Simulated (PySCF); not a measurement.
# Correlation energy of Bi²⁺ (bismuth, charge +2)

[Xe] 4f14 5d10 6s2 6p1, 2P determinant. All numbers are calculated (PySCF 2.14, a scalar-relativistic core potential, in aug-cc-pVTZ-PP with ECP60MDF (6s5p4d2f, 55 functions)). Frozen: 5s2 5p6 5d10; 3 electrons correlated.

MP2 pair energies summed by pair of shells (mhartree):

```tsv
pair	energy	share (%)
6s-6s	-15.51	55.7
6s-6p	-12.35	44.3
```

Total MP2 correlation energy: -27.85 mhartree.

Same-spin part -2.09 and opposite-spin part -25.76 mhartree; SCS-MP2 scales them by 1/3 and 6/5 to -31.61 mhartree.
